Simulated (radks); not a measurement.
Results of a calculation; reference values are marked as such.
Species: F-. Configuration: [Ne]. Code: a radial shooting solver on a logarithmic mesh with Libxc functionals. Model: non-relativistic Kohn-Sham, LDA (Slater exchange, VWN5 correlation), spin-polarised, spherical densities, point nucleus; hard spherical wall at 8 bohr.

Radial electron density D(r) = 4 pi r^2 rho(r):

| r (bohr) | D(r) (e/bohr) |
|---|---|
| 0.006216 | 0.1924 |
| 0.007009 | 0.2412 |
| 0.00784 | 0.2973 |
| 0.008839 | 0.3712 |
| 0.009887 | 0.4557 |
| 0.01115 | 0.5663 |
| 0.01247 | 0.6919 |
| 0.01395 | 0.8429 |
| 0.01572 | 1.038 |
| 0.01759 | 1.256 |
| 0.01983 | 1.534 |
| 0.02218 | 1.839 |
| 0.02501 | 2.223 |
| 0.02797 | 2.637 |
| 0.03129 | 3.110 |
| 0.03528 | 3.681 |
| 0.03946 | 4.274 |
| 0.04449 | 4.968 |
| 0.04976 | 5.659 |
| 0.0561 | 6.428 |
| 0.06275 | 7.149 |
| 0.07019 | 7.844 |
| 0.07914 | 8.519 |
| 0.08852 | 9.043 |
| 0.0998 | 9.444 |
| 0.1116 | 9.627 |
| 0.1259 | 9.585 |
| 0.1408 | 9.310 |
| 0.1575 | 8.814 |
| 0.1775 | 8.074 |
| 0.1986 | 7.251 |
| 0.2239 | 6.321 |
| 0.2504 | 5.507 |
| 0.2824 | 4.799 |
| 0.3158 | 4.371 |
| 0.3533 | 4.207 |
| 0.3983 | 4.324 |
| 0.4455 | 4.655 |
| 0.5023 | 5.151 |
| 0.5618 | 5.633 |
| 0.6335 | 6.049 |
| 0.7085 | 6.252 |
| 0.7925 | 6.224 |
| 0.8935 | 5.928 |
| 0.9994 | 5.433 |
| 1.127 | 4.736 |
| 1.26 | 4.003 |
| 1.421 | 3.210 |
| 1.59 | 2.520 |
| 1.778 | 1.917 |
| 2.005 | 1.384 |
| 2.242 | 0.9947 |
| 2.528 | 0.6801 |
| 2.828 | 0.4663 |
| 3.188 | 0.3040 |
| 3.566 | 0.1990 |
| 3.989 | 0.1267 |
| 4.497 | 0.07490 |
| 5.03 | 0.04330 |
| 5.671 | 0.02170 |
| 6.344 | 0.009415 |
| 7.152 | 0.002204 |

D(r) has 2 maxima, at r = 0.116, 0.737 bohr, and minima at 0.356 bohr, inside which lie 2.21 electrons.
